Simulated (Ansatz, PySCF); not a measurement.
Pair of molecules: SiH4 (SMILES [SiH4]) (first 5 atoms) with C3H4 (SMILES C=C=C); geometry from B3LYP-D3(BJ)/def2-TZVP, rigid monomers moved along the line of their centres of mass till Si1···C6 is 4.15 Å.
(charge 0, multiplicity 1):
```xyz
12

Si    -0.114     0.346     0.252
H      1.228     0.621     0.809
H     -0.015     0.247    -1.224
H     -1.040     1.446     0.601
H     -0.627    -0.933     0.787
C     -0.395     0.861     4.355
C      0.111    -0.337     4.370
C      0.616    -1.534     4.371
H      0.232     1.734     4.213
H     -1.458     1.026     4.483
H      0.707    -2.103     3.454
H      0.960    -2.000     5.287
```

Monomers are frozen at their geometry in the pair; levels with a basis set take the counterpoise correction.

Correlated levels freeze the cores.

Codes used: Ansatz (a quantum-chemistry and plane-wave program) with Gaussian orbitals; PySCF for the dispersion terms. Values without a source in brackets are computed.

PBE/def2-TZVPPD gives -24.0 meV for the interaction energy.

**Question.** How do the other levels lie against it? Give each less PBE: PBE-D3(BJ)/def2-TZVPPD, r2SCAN/def2-TZVPPD, B3LYP/def2-TZVPPD, wB97M-V/def2-TZVPPD, MP2/aug-cc-pV(D+d)Z, CCSD(T)/aug-cc-pV(D+d)Z.

**Answer.** PBE-D3(BJ)/def2-TZVPPD -42.1; r2SCAN/def2-TZVPPD -11.2; B3LYP/def2-TZVPPD 28.0; wB97M-V/def2-TZVPPD -29.0; MP2/aug-cc-pV(D+d)Z -27.7; CCSD(T)/aug-cc-pV(D+d)Z -25.1 meV. 1 of 6 lie above PBE; the widest gap is to PBE-D3(BJ)/def2-TZVPPD.
